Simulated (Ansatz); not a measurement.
`[GeH3][CH]=[Se]` + NH₃ → `[NH2][GeH3]` + `C=[Se]`  (ligand exchange at a Ge–C bond)

Computed with Ansatz on PBE0-D4/def2-TZVP structures; ΔE is electronic, products minus reactants. CCSD(T)/CBS adds triple-zeta CCSD(T) − MP2 to the extrapolated MP2 energy (def2 sets, frozen cores). This one scheme is used for every species. Functionals use def2-TZVPP. B3LYP here is the variant with VWN-RPA as its local correlation; programs differ in this. For Ge, Se outer-core shells are correlated without core-valence functions, which leaves a few kJ/mol of doubt a bond. Scalar relativity is left out up to krypton.

(1) Is it downhill or uphill in electronic energy at CCSD(T)/CBS, and by how much? (An estimate is asked.)

(2) What do these levels give: B97M-V, B3LYP-D4, r2SCANh, MP2/def2-SVP, SCS-MP2/def2-TZVPP, CCSD/def2-TZVPP? (Estimate.)

(3) What do rigid-rotor, harmonic-oscillator terms from PBE0-D4/def2-TZVP frequencies (298.15 K, 1 bar) make of the CCSD(T)/CBS value? (Estimate.)

Largest T1 diagnostic among the species: 0.015.

Answers

(1) Ansatz gave: Nearly level: ΔE = -0.03 eV.

(2) The calculation gave: B97M-V -0.06, B3LYP-D4 -0.05, r2SCANh -0.05, MP2/def2-SVP -0.09, SCS-MP2/def2-TZVPP -0.07, CCSD/def2-TZVPP -0.08 eV.

(3) The calculation gave: ΔZPE = 0.00 eV, ΔH = -0.05 eV, ΔS = 3 J/(mol·K), ΔG = -0.06 eV.

The D4 term adds +0.04 eV with B3LYP and +0.02 eV with PBE0; it sums over pairs of atoms, weighted by their polarisabilities, and B3LYP, whose exchange is more repulsive, gets the larger term. From BLYP to BHLYP (50 % exact exchange), in def2-TZVPP and without D4, ΔE moves by −0.05 eV. In def2-TZVPP, CCSD(T) changes the Hartree–Fock value by +0.15 eV (the triples alone add +0.02 eV) and MP2 by +0.18 eV.
